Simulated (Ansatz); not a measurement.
Dy(BH4)3 in a box, plane waves

Ansatz 0.2.0, DFT PBE, spin-orbit coupling, plane waves, PAW, molecule in a box. The geometry was relaxed with Gaussian bases (B3LYP; Dy lcecp-1-SVP with ECP55, B def2-SVP, H def2-SVP).

```yaml
crystal:
  lattice:
    - [14.67, 0.0, 0.0]
    - [0.0, 15.34, 0.0]
    - [0.0, 0.0, 10.99]
  atoms:
    - { symbol: Dy, position: [0.4435801, 0.49952738, 0.50016106], spin: 5.0, spin_axis: [0.0, 0.0, 1.0] }
    - { symbol: B, position: [0.61133879, 0.50054368, 0.50016106] }
    - { symbol: H, position: [0.69329175, 0.49825945, 0.50016106] }
    - { symbol: H, position: [0.57651875, 0.46268383, 0.59085896] }
    - { symbol: H, position: [0.57651875, 0.46268383, 0.40946315] }
    - { symbol: H, position: [0.57914588, 0.5757764, 0.50016106] }
    - { symbol: B, position: [0.35878119, 0.63795698, 0.50016106] }
    - { symbol: H, position: [0.31987321, 0.70697262, 0.50016106] }
    - { symbol: H, position: [0.41047648, 0.62804889, 0.59085896] }
    - { symbol: H, position: [0.41047648, 0.62804889, 0.40946315] }
    - { symbol: H, position: [0.30674847, 0.57367797, 0.50016106] }
    - { symbol: B, position: [0.36062168, 0.36008214, 0.50016106] }
    - { symbol: H, position: [0.31757669, 0.29335072, 0.50016106] }
    - { symbol: H, position: [0.34374642, 0.40785007, 0.59085896] }
    - { symbol: H, position: [0.34374642, 0.40785007, 0.40946315] }
    - { symbol: H, position: [0.44484731, 0.34912777, 0.50016106] }
basis:
  ecutwfc: 420
  ecutrho_ratio: 4
kpoints:
  mp_grid: { grid: [1, 1, 1] }
hamiltonian:
  xc: pbe
scf:
  occupations: { method: gaussian, width: 0.01 }
output:
  forces: true
  eigenvalues: true
  populations: true
  hubbard: { sites: [{ species: Dy, l: f }] }
  write_density: true
  write_potential: true
  elf: true
  volumetric_format: npy
magnetization:
  noncollinear: true
  spin_orbit: true
```

Command:
```sh
ansatz run input.yaml --threads 4 --pin off --max-ram 8192MiB --backend cpu --events-out ev --progress --plain --runs-dir out
```
It took 5.2 min on 4 threads of Arm Neoverse V1, with other jobs on the host, peak memory 4.2 GiB.

How does the SCF go?


```
SCF iter   1: F=—  HF=-11288.906047 eV  |F-HF|=—  |Δ(HF+E_count)|=         —  Δρ=4.34e-2
preconditioner: auto → Resta (q_TF=auto, 1.378 Å⁻¹)  ε∞=1.2  [insulator: Δε(μ)=0.149 eV  Ē_g=8.813 eV  σ=0.010 eV  W_gap=1.00  n_s
spin=Noncollinear: Resta preconditioning applied to the charge; magnetization (m_x, m_y, m_z) channels mix plain (no charge-respon
SCF iter   2: F=—  HF=-11277.247398 eV  |F-HF|=—  |Δ(HF+E_count)|=    1.17e1  Δρ=1.53e-2
SCF iter   3: F=—  HF=-11277.154286 eV  |F-HF|=—  |Δ(HF+E_count)|=   9.31e-2  Δρ=1.09e-2
...
SCF iter  42: F=-11278.546227 eV  HF=-11278.546341 eV  |F-HF|=1.14e-4  |Δ(HF+E_count)|=   2.99e-4  Δρ=9.03e-5
SCF iter  43: F=-11278.546305 eV  HF=-11278.546378 eV  |F-HF|=7.29e-5  |Δ(HF+E_count)|=   3.69e-5  Δρ=6.79e-5
SCF iter  44: F=-11278.546346 eV  HF=-11278.546360 eV  |F-HF|=1.48e-5  |Δ(HF+E_count)|=   1.77e-5  Δρ=3.36e-5
SCF iter  45: F=-11278.546356 eV  HF=-11278.546357 eV  |F-HF|=1.23e-6  |Δ(HF+E_count)|=   3.31e-6  Δρ=9.04e-6
SCF iter  46: F=-11278.546357 eV  HF=-11278.546357 eV  |F-HF|=3.64e-8  |Δ(HF+E_count)|=   3.09e-7  Δρ=1.42e-6
```

Which levels lie next to the highest filled one (eV, counted from it)?

Filled: -1.62, -1.56, -1.31, -1.28, -1.27, -1.20, -1.19, -1.03, -0.07, 0.00. Empty: 0.45, 0.50, 1.17, 1.19, 1.39, 3.51, 3.79, 5.05.

How is the f shell of Dy1 filled?

Natural occupations, full = 1; spinor: 0.02, 0.02, 0.03, 0.03, 0.09, 1.00, 1.00, 1.00, 1.00, 1.00, 1.00, 1.00, 1.00, 1.00; in all 9.17 e. Spin moment (0.00, 0.00, 4.66) μB, orbital moment (0.00, 0.00, 1.82) μB.

What forces are left at this geometry, relaxed with Gaussian bases (eV/Å)?


```
Dy   0.01  0.04  0.00
B   -0.17 -0.05  0.00
H   -0.16  0.00  0.00
H   -0.02  0.03 -0.06
H   -0.02  0.03  0.06
H   -0.06  0.00  0.00
B    0.18 -0.12  0.00
H    0.07 -0.14  0.00
H   -0.03 -0.03 -0.05
H   -0.03 -0.03  0.05
H    0.04 -0.04  0.00
B    0.09  0.16  0.00
H    0.06  0.14  0.00
H    0.03  0.00 -0.07
H    0.03  0.00  0.07
H   -0.02  0.02  0.00
```

The open shells may stand above their lowest state.

The forces come from the other functional as well as from the basis.

An lcecp potential fixes the number of 4f electrons, so in runs with it no electron can move into or out of that shell.
